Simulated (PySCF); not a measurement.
# Correlation energy of Xe³⁺ (xenon, charge +3)

[Kr] 4d10 5s2 5p3, high-spin 4S determinant. Calculation: PySCF 2.14, in aug-cc-pVDZ-PP with ECP28MDF (5s4p3d, 32 functions); a scalar-relativistic core potential. Frozen: 4s2 4p6 4d10; 5 electrons correlated.

```tsv
level	correlation energy (mhartree)
CCSD	-61.18
(T)	-0.48
CCSD(T)	-61.66
CCSDT	-61.77
```

Diagnostics: T1 = 0.0014, D1 = 0.0022, largest double amplitude 0.049.

Is a single reference adequate?

Yes, within this model without spin-orbit coupling: T1 lies below 0.03 and no double amplitude reaches 0.07.
